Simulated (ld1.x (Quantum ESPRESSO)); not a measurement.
# fluorine: excitation energies, all-electron against RRKJ

- Element: F
- Generator: ld1.x (Quantum ESPRESSO) 7.5
- Type: norm-conserving RRKJ (Kleinman–Bylander form)
- Functional: LDA (PZ)
- Relativity: scalar-relativistic
- Frozen core: [He]
- Valence charge: 7
- Reference configuration: 2s2 2p3 (charge +2)
- Partial waves: 2p (bound): rc 2.08 bohr; 3d channel at 0.5 Ry: rc 1.75 bohr; 2s (bound): rc 0.80 bohr
- Local potential: the s channel
- Core correction: a·sin(br)/r model core inside 0.55 bohr

Energies are relative to the spin-unpolarised reference configuration 2s2 2p3; without spin polarisation the order of configurations can differ from experiment. Spin-polarised rows fill each open shell by Hund’s rule, majority spin first.

```csv
valence configuration,charge,ΔE all-electron (eV),error AE − PS (meV)
2s2 2p5,0,-58.067,+1690
2s2 2p4,+1,-38.512,+643
2s2 2p2,+3,60.732,+1159
2s2 2p1,+4,146.599,+5785
2s2 2p5.3,-0.3,-60.793,+1924
2s1 2p6,0,-39.677,+2953
2s2 2p4.5,+0.5,-50.437,+1189
2s2 2p5 (spin-polarised),0,-58.447,+1672
```

Problem. What are ΔE and the potential's error for 2s2 2p3 (spin-polarised)?

Solution. ΔE = -5.101 eV all-electron; the error (AE − PS) is -475 meV.

These tests converged, but a pseudo level misses the all-electron one widely, so the file describes the atom poorly there or has found another state: 2s2 2p1: 2p by 7.0 eV.
